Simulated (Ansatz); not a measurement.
GaO, multiplicity 2 (the spin of the measured ground state), most abundant isotopes (15.9949 and 68.9256 u). Constants from fifth-degree fits in 1/R to seven points on the lowest solution found; no spin–orbit coupling, no relativity up to Kr; ω_e x_e and α_e move by some per cent with the fit.

Correlated levels freeze the inner cores; with def2 sets outer-core shells near the valence are correlated too. CBS: X⁻³ extrapolation of the correlation energy, Hartree–Fock from the larger set.

Programs: Ansatz (an electronic-structure program) with Gaussian orbitals. Each number belongs to the level named beside it.

```json
[
 {"level": "PBE/def2-TZVPP", "r_e (Å)": "1.7107", "ω_e (cm⁻¹)": "757.0", "ω_e x_e (cm⁻¹)": "5.41", "α_e (cm⁻¹)": "0.00392"},
 {"level": "CCSD(T)/CBS(def2-TZVPP, def2-QZVPP)", "r_e (Å)": "1.6913", "ω_e (cm⁻¹)": "774.0", "ω_e x_e (cm⁻¹)": "6.20", "α_e (cm⁻¹)": "0.00421"}
]
```

D_e from total energies of the atoms and the molecule: 4.80 eV at PBE/def2-TZVPP.

**Question.** Derive the rotational constants, the centrifugal constant, the fundamental, the zero-point energy and the force constant, and test the Morse rule for the well depth.

**Answer.** 
μ = 12.98225 u.
- PBE/def2-TZVPP: B_e = 16.8576/(μ r_e²) = 0.44369 cm⁻¹; B₀ = B_e − α_e/2 = 0.44173 cm⁻¹; D = 4B_e³/ω_e² = 6.10e-07 cm⁻¹; fundamental ω_e − 2ω_e x_e = 746 cm⁻¹; zero-point energy ω_e/2 − ω_e x_e/4 = 377 cm⁻¹; k = μ(2πcω_e)² = 438 N/m; a Morse well would hold ω_e²/(4ω_e x_e) = 3.28 eV against the computed D_e of 4.80 eV
- CCSD(T)/CBS(def2-TZVPP, def2-QZVPP): B_e = 16.8576/(μ r_e²) = 0.45394 cm⁻¹; B₀ = B_e − α_e/2 = 0.45183 cm⁻¹; D = 4B_e³/ω_e² = 6.25e-07 cm⁻¹; fundamental ω_e − 2ω_e x_e = 762 cm⁻¹; zero-point energy ω_e/2 − ω_e x_e/4 = 385 cm⁻¹; k = μ(2πcω_e)² = 458 N/m

Doubts at one or more of the structures used: T1 above 0.05 (CCSD(T)/CBS(def2-TZVPP, def2-QZVPP)).

Measured for the ground state: ω_e 767.5 cm⁻¹ [Huber and Herzberg (1979), NIST Chemistry WebBook].
